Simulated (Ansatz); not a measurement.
`CB[SiH2]O` + HCl → `CBCl` + `O[SiH3]` at 400 K and 1 bar (cleavage of the B–Si bond).

Gas-phase electronic energies from Ansatz, PBE0-D4/def2-TZVP geometries. CCSD(T)/CBS adds triple-zeta CCSD(T) − MP2 to the extrapolated MP2 energy (def2 sets, frozen cores). This one scheme is used for every species. One conformer a species, not always the lowest.

| species | CCSD(T)/CBS energy (Eh) | H − E (kJ/mol) | S (J/(mol·K)) |
| --- | --- | --- | --- |
| `CB[SiH2]O` | -431.33160 | 241.2 | 378.0 |
| HCl | -460.38127 | 29.6 | 195.4 |
| `CBCl` | -525.07110 | 152.0 | 307.7 |
| `O[SiH3]` | -366.69042 | 120.0 | 276.4 |

H − E and S are ideal-gas, rigid-rotor, harmonic terms from PBE0-D4/def2-TZVP, for one conformer and one mirror image of each species. 1 Eh = 2625.50 kJ/mol, R = 8.31446 J/(mol·K).

Question: By hand: ΔE, ΔH, ΔS and ΔG.

Answer: ΔE = (-525.07110) + (-366.69042) − (-431.33160) − (-460.38127) = -0.04865 Eh = -127.7 kJ/mol. Δ(H − E) = 152.0 + 120.0 − 241.2 − 29.6 = 1.2, so ΔH = -126.5 kJ/mol. ΔS = 307.7 + 276.4 − 378.0 − 195.4 = 10.7 J/(mol·K). ΔG = -126.5 − 400 × (10.7)/1000 = -130.8 kJ/mol.

Question: By hand: the equilibrium constant, and the temperature at which ΔG would vanish if ΔH and ΔS stayed fixed.

Answer: log₁₀ K = −ΔG/(RT ln 10) = 17.1. ΔH and −TΔS have one sign here, so there is no such temperature.

The number of gas molecules stays the same, so ΔS is small and ΔH decides. A doubt of 5 kJ/mol in ΔE shifts log₁₀ K by 0.7 here. Other conformers and mirror images would add mixing entropy, several J/(mol·K) or more a flexible species. Modes under 60 cm⁻¹, often nearly free rotors, make the harmonic entropy too high. These are equilibria of isolated gas molecules and say nothing of rates. Largest T1 diagnostic: 0.011 (customary marks: 0.02 for closed shells, 0.045 for open ones).

ΔS is within the doubt of such terms, so its sign, and with it that verdict, could turn.
